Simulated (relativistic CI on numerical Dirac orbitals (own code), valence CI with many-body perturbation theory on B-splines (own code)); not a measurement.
# Six levels of theory along the 21-electron sequence, V²⁺ to Fe⁵⁺

Errors of calculated excitation energies against measured levels, in cm⁻¹, for ions with the ground configuration 3d3. A: short ab initio CI on KLI orbitals; B: with Slater integrals scaled by 0.85 (0.9 from charge 5); C: with a P86 correlation functional too. D: large valence CI outside the frozen Dirac-Fock core [Ar] of the bare core ion; E: with the core-valence potential Σ₁; F: with Σ₁, the screening Σ₂, a three-electron term, Breit and QED. Only levels that pair in all six are counted (misses over 12,000 cm⁻¹ in F are taken as false pairs). α is the calculated polarisability of the core. The settings of D to F were settled on neutral and singly charged spectra, so those rows are no blind test.

Mean absolute error inside 3d3:

| Ion | A | B | C | D | E | F |
| --- | --- | --- | --- | --- | --- | --- |
| V²⁺ | 2716 | 713 | 715 | 587 | 283 | 254 |
| Cr³⁺ | 3417 | 265 | 269 | 373 | 640 | 374 |
| Mn⁴⁺ | 3532 | 438 | 436 | 526 | 1009 | 431 |
| Fe⁵⁺ | 3524 | 639 | 641 | 872 | 1332 | 461 |

Mean signed error of 3d2 4s:

```
 Ion  α (bohr³)      A      B      C       D       E      F
 V²⁺       1.08    +76  -3098  +1474  -21091  -13977   -704
Cr³⁺      0.811  +1026  -2309  +3299  -26457  -18152  -1268
Mn⁴⁺      0.627   -168  -2119  +4292  -31081  -21819  -1275
Fe⁵⁺      0.495  +3855   +844  +7919  -32889  -22610   -518
```

Inside 3d3, A goes from 2716 to 3524, B from 713 to 639 and F from 254 to 461; F is closer than B for 3 of the 4 ions. For 3d2 4s, D misses by -21091 in V²⁺ and -32889 in Fe⁵⁺, although α falls from 1.1 to 0.5 bohr³; with all terms F leaves -704 and -518, that is 3 % and 2 % of D's error. The large errors of D come from the relaxation of the core as the number of d electrons changes, which the short lists include from the start through orbitals optimised for each configuration.

Sources of the measured levels: V²⁺, Sugar and Corliss, J. Phys. Chem. Ref. Data 7, 1191 (1978); Cr³⁺, Sugar and Corliss, J. Phys. Chem. Ref. Data 6, 317 (1977); Mn⁴⁺, Corliss and Sugar, J. Phys. Chem. Ref. Data 6, 1253 (1977); Fe⁵⁺, Corliss and Sugar, J. Phys. Chem. Ref. Data 11, 135 (1982).
